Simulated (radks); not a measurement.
Spherical quantum dot in the effective-mass picture: electrons in a well V = -V0 / (1 + exp((r - R)/a)) with V0 = 11, R = 2.8, a = 0.13, with a point charge +1 (a donor) at the centre, all in effective atomic units (hartree* = m*/eps^2 hartree, bohr* = eps/m* bohr), one dielectric constant everywhere. Calculated with a radial shooting solver with Libxc functionals: non-relativistic Kohn-Sham, LDA (Slater exchange, Perdew-Wang correlation), spin-polarised, spherical densities. Levels are named by radial order and angular momentum (1s, 1p, 1d, 2s, ...), and open shells are averaged over m. Results are scaled to m* = 0.026 and eps = 16.9, for which hartree* = 2.477 meV and bohr* = 34.4 nm.

N = 13, configuration 1s2 1p6 1d(up 5, down 0). This is the lowest configuration that the search found. Occupied and some empty levels:

level    occupation  eigenvalue (meV)  <r> (nm)
1s up             1           -12.778     54.97
1s down           1           -12.552     53.76
1p up             3           -11.543     64.68
1p down           3           -11.263     64.43
1d up             5           -9.9547     69.14
1d down           0           -9.6602     69.11
2s up             0           -9.2477     45.94
2s down           0           -9.1156     46.67
1f up             0           -7.9529     72.41
1f down           0           -7.6555     72.46
2p up             0           -5.8279     54.45
2p down           0           -5.6585     54.41

Energy (meV): total -239.106, kinetic 38.055, external -362.11, Hartree 100.38, exchange-correlation -15.433.
